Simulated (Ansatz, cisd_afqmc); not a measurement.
System: BHI$_{2}$, charge 0, singlet. BHI2 (diiodoborane, SMILES IBI).
B3LYP-D3(BJ)/def2-TZVP minimum from Ansatz (a first-principles code):
```xyz
4

B     -0.6988    -0.4317    -0.4680
H     -1.5710    -0.9705    -1.0521
I     -0.4074     1.6394    -0.7732
I      0.5030    -1.5804     0.8373
```
Charge 0, spin multiplicity 1.

Atomisation energy term by term, kcal/mol (programs: Ansatz, cisd_afqmc). Radicals and triplets start from unrestricted determinants; spin-orbit coupling is neglected. Cores are frozen in correlated methods (noble-gas shells, and filled d and f shells in the p block). Past Kr the def2 sets carry scalar-relativistic core potentials. AFQMC is phaseless with a CISD trial state; ± is one standard error, without the phaseless bias. Outlying blocks are dropped, and bars are widened where a walk drifts. Over all cases where full CI ran beside it in this data, AFQMC minus full CI had a median of +0.1 mEh and passed +0.4 mEh in a tenth of the cases. CBS(X,Y): correlation extrapolated as X^-3, Hartree-Fock from the larger set. A bracket is a step between two methods taken in the basis named. For partners of very few electrons the exact lower level stands in for a higher one. Spin-orbit terms, left out, reach several kcal/mol for Br and I, and more for heavier atoms.

```json
[
 {"term": "Hartree-Fock", "basis": "def2-QZVPP", "kcal/mol": "180.81"},
 {"term": "CCSD correlation", "basis": "CBS(def2-TZVPP,def2-QZVPP)", "kcal/mol": "57.90"},
 {"term": "(T)", "basis": "CBS(def2-TZVPP,def2-QZVPP)", "kcal/mol": "7.05"},
 {"term": "CCSDT(Q) - CCSD(T)", "basis": "def2-TZVPP", "kcal/mol": "0.26"},
 {"term": "sum: De", "basis": "", "kcal/mol": "246.0"}
]
```

The step beyond CCSD(T) by other levels: AFQMC/CISD in def2-SVP 0.35 ± 0.25; CCSDT(Q) in def2-SVP 0.39 kcal/mol.
